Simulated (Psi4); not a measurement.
C2H6AlCl (SMILES [CH3][Al]([CH3])[Cl]), singlet, at a GFN2-xTB geometry (such geometries of metal compounds can be far from the true shape); Psi4 with PW6B95/def2-SVP.

Input for Psi4:
```
memory 2 GB

molecule {
0 1
Al    0.19336810   -0.22362314    0.20469739
C     2.04881583   -0.63261564   -0.39867224
H     2.55571720   -1.37044326    0.22610362
H     2.67493413    0.26590339   -0.40733043
H     2.05971573   -1.01409035   -1.42528396
C    -0.68671713   -0.95115699    1.83877495
H    -1.53792036   -1.59181966    1.58505454
H    -1.09258753   -0.14857686    2.46389001
H    -0.01687042   -1.54313835    2.46532995
Cl   -0.90172744    1.04775891   -0.95349682
}

set {
  basis def2-svp
}

energy('pw6b95')
print_variables()
```

Output, abridged:

```
   => Loading Basis Set <=

    Name: DEF2-SVP
    Role: ORBITAL
    Keyword: BASIS

         ---------------------------------------------------------
                                   SCF
               by Justin Turney, Rob Parrish, Andy Simmonett
                          and Daniel G. A. Smith
                              RKS Reference
         ---------------------------------------------------------

  ==> Geometry <==

    Molecular point group: c1
    Full point group: C1

    Geometry (in Angstrom), charge = 0, multiplicity = 1:

       Center              X                  Y                   Z               Mass
    ------------   -----------------  -----------------  -----------------  -----------------
         AL           0.250875201843    -0.290532919587     0.265484360267    26.981538530000
         C            2.106322931843    -0.699525419587    -0.337885269733    12.000000000000
         H            2.613224301843    -1.437353039587     0.286890590267     1.007825032230
         H            2.732441231843     0.198993610413    -0.346543459733     1.007825032230
         H            2.117222831843    -1.081000129587    -1.364496989733     1.007825032230
         C           -0.629210028157    -1.018066769587     1.899561920267    12.000000000000
         H           -1.480413258157    -1.658729439587     1.645841510267     1.007825032230
         H           -1.035080428157    -0.215486639587     2.524676980267     1.007825032230
         H            0.040636681843    -1.610048129587     2.526116920267     1.007825032230
         CL          -0.844220338157     0.980849130413    -0.892709849733    34.968852682000

  Running in c1 symmetry.

  Rotational constants: A =      0.15738  B =      0.10679  C =      0.06513 [cm^-1]
  Rotational constants: A =   4718.24681  B =   3201.49379  C =   1952.66315 [MHz]
  Nuclear repulsion =  190.267162025720154

  Charge       = 0
  Multiplicity = 1
  Electrons    = 48
  Nalpha       = 24
  Nbeta        = 24

  ==> Algorithm <==

  SCF Algorithm Type is DF.
  DIIS enabled.
  MOM disabled.
  Fractional occupation disabled.
  Guess Type is SAD.
  Energy threshold   = 1.00e-06
  Density threshold  = 1.00e-06
  Integral threshold = 1.00e-12

  ==> Primary Basis <==

  Basis Set: DEF2-SVP
    Blend: DEF2-SVP
    Number of shells: 46
    Number of basis functions: 94
    Number of Cartesian functions: 98
    Spherical Harmonics?: true
    Max angular momentum: 2

  ==> DFT Potential <==

   => LibXC <=

    Version 7.1.2
    S. Lehtola, C. Steigemann, M. J. T. Oliveira, and M. A. L. Marques,  SoftwareX 7, 1–5 (2018) (10.1016/j.softx.2017.11.002)

   => Composite Functional: PW6B95 <=

    PW6B95 Hybrid Meta-GGA XC Functional

    Y. Zhao and D. Truhlar, J. Phys. Chem. A., 109,5656-5667, 2005

    Deriv               =              1
    GGA                 =           TRUE
    Meta                =           TRUE

    Exchange Hybrid     =           TRUE
    MP2 Hybrid          =          FALSE

   => Exchange Functionals <=

    0.7200   XC_GGA_X_MPW91

   => Exact (HF) Exchange <=

    0.2800               HF

   => Correlation Functionals <=

    1.0000   XC_MGGA_C_BC95

   => LibXC Density Thresholds  <==

    XC_MGGA_C_BC95:  1.00E-14
    XC_GGA_X_MPW91:  1.00E-15

   => Molecular Quadrature <=

    Radial Scheme          =       TREUTLER
    Pruning Scheme         =           NONE
    Nuclear Scheme         =       TREUTLER

    Blocking Scheme        =         OCTREE
    BS radius alpha        =              1
    Pruning alpha          =              1
    Radial Points          =             75
    Spherical Points       =            302
    Total Points           =         215868
    Total Blocks           =           1646
    Max Points             =            256
    Max Functions          =             92
    Weights Tolerance      =       1.00E-15

   => Loading Basis Set <=

    Name: (DEF2-SVP AUX)
    Role: JKFIT
    Keyword: DF_BASIS_SCF

  ==> Integral Setup <==

  SCF_SUBTYPE=INCORE selected. In-core MEM_DF algorithm will be used.
  Using in-core AOs.

  ==> MemDFJK: Density-Fitted J/K Matrices <==

    J tasked:                   Yes
    K tasked:                   Yes
    wK tasked:                   No
    Algorithm:                 Core
    Schwarz Cutoff:           1E-12
    Mask sparsity (%):       3.3499
    Fitting Condition:        1E-10

   => Auxiliary Basis Set <=

  Basis Set: (DEF2-SVP AUX)
    Blend: DEF2-UNIVERSAL-JKFIT
    Number of shells: 162
    Number of basis functions: 514
    Number of Cartesian functions: 608
    Spherical Harmonics?: true
    Max angular momentum: 4

  Minimum eigenvalue in the overlap matrix is 1.4106069904E-02.
  Reciprocal condition number of the overlap matrix is 2.6543600131E-03.
    Using symmetric orthogonalization.

  ==> Pre-Iterations <==

  SCF Guess: Superposition of Atomic Densities via on-the-fly atomic UHF (no occupation information).

   -------------------------
    Irrep   Nso     Nmo
   -------------------------
     A         94      94
   -------------------------
    Total      94      94
   -------------------------

  ==> Iterations <==

                           Total Energy        Delta E     RMS |[F,P]|

   @DF-RKS iter SAD:  -782.21662514104833   -7.82217e+02   0.00000e+00
   @DF-RKS iter   1:  -782.49583675344684   -2.79212e-01   9.70389e-03 ADIIS/DIIS
   @DF-RKS iter   2:  -782.38651951580948    1.09317e-01   1.00543e-02 ADIIS/DIIS
   @DF-RKS iter   3:  -782.94093383859001   -5.54414e-01   6.77615e-04 ADIIS/DIIS
   @DF-RKS iter   4:  -782.94297783882178   -2.04400e-03   3.00823e-04 ADIIS/DIIS
   @DF-RKS iter   5:  -782.94339115018681   -4.13311e-04   3.87308e-05 DIIS
   @DF-RKS iter   6:  -782.94339832682022   -7.17663e-06   1.31779e-05 DIIS
   @DF-RKS iter   7:  -782.94339929955459   -9.72734e-07   8.10925e-07 DIIS
  Energy and wave function converged.

  ==> Post-Iterations <==

   Electrons on quadrature grid:
      Ntotal   =   48.0000086414 ; deviation = 8.641e-06

    Orbital Energies [Eh]
    ---------------------

    Doubly Occupied:

[...]
    Virtual:

[...]
      94A      2.936150

    Final Occupation by Irrep:
              A
    DOCC [    24 ]
    NA   [    24 ]
    NB   [    24 ]

  @DF-RKS Final Energy:  -782.94339929955459

   => Energetics <=

    Nuclear Repulsion Energy =            190.2671620257201539
    One-Electron Energy =               -1457.8274167925212623
    Two-Electron Energy =                 529.0670217229622949
    DFT Exchange-Correlation Energy =     -44.4501662557157218
    Empirical Dispersion Energy =           0.0000000000000000
    VV10 Nonlocal Energy =                  0.0000000000000000
    Total Energy =                       -782.9433992995545850

Computation Completed

Properties will be evaluated at   0.000000,   0.000000,   0.000000 [a0]

Properties computed using the SCF density matrix

 Multipole Moments:

 ------------------------------------------------------------------------------------
     Multipole            Electronic (a.u.)      Nuclear  (a.u.)        Total (a.u.)
 ------------------------------------------------------------------------------------

 L = 1.  Multiply by 2.5417464519 to convert [e a0] to [Debye]
 Dipole X            :         -4.9124166            5.2162879            0.3038712
 Dipole Y            :          5.7171235           -6.0691760           -0.3520525
 Dipole Z            :         -5.1923463            5.5137951            0.3214488
 Magnitude           :                                                    0.5653388

 ------------------------------------------------------------------------------------

  Variable Map:
  ----------------------------------------------------------------------------
[...]
  Array Variable Map:
  ----------------------------------------------------------------------------
[...]
[...]
```
